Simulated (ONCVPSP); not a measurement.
**tellurium: variants of one ONCV potential**

Base potential:

```
Element                 : Te
Generator               : ONCVPSP 4.0.1
Type                    : optimised norm-conserving Vanderbilt (ONCV)
Functional              : PBE
Relativity              : scalar-relativistic
Frozen core             : [Kr] 4d10
Valence charge          : 6
Reference configuration : 5s2 5p4
Partial waves           : 5s: rc 1.65 bohr, ncon 4, nbas 8, qcut 3.3 1/bohr, 3 projectors, debl 1.3 Ha; 5p: rc 1.65 bohr, ncon 4, nbas 7, qcut 4.3 1/bohr, 1 projector
Local potential         : polynomial inside 1.30 bohr (lpopt 5, dvloc0 0 Ha)
Core correction         : Teter function, fcfact 3, rcfact 1.1
```

Cutoffs, loose and tight: the cutoffs (Ha) at which the residual kinetic energy of the hardest occupied pseudo-wave falls to 1 and 0.1 mHa per electron. They do not see the model core or the augmentation charge, which bear on the density cutoff. Test errors are all-electron minus pseudo excitation energies from the reference, over the configurations 5s2 5p3; 5s2 5p2; 5s2 5p1; 5s1 5p4. A dash means not determined; rows that change the core or the reference have their own tests.

A true bound ghost makes a file unfit for plane-wave use even where its test errors are small: the radial tests pick states by their node count and pass the ghost by.

| change | outcome | cutoff, loose | cutoff, tight | bound ghosts | GHOST(+) flags above zero | largest test error (meV) |
| --- | --- | --- | --- | --- | --- | --- |
| base | generated | 45 Ha | 56 Ha | s, p | s | 4 of 4 tests not solved or not reliable |
| local potential polynomial inside 1.10 bohr (lpopt 3, dvloc0 -1 Ha) | generated | 45 Ha | 56 Ha | s, p | s | -78 |
| functional PBEsol | generated | 45 Ha | 56 Ha | s, p | s | 4 of 4 tests not solved or not reliable |

(1) What comes out with this change to the base: p: nbas 9?

Answers

(1) outcome: generated; cutoff, loose: 36 Ha; cutoff, tight: 97 Ha; bound ghosts: s, p; GHOST(+) flags above zero: s; largest test error (meV): 4 of 4 tests not solved or not reliable.
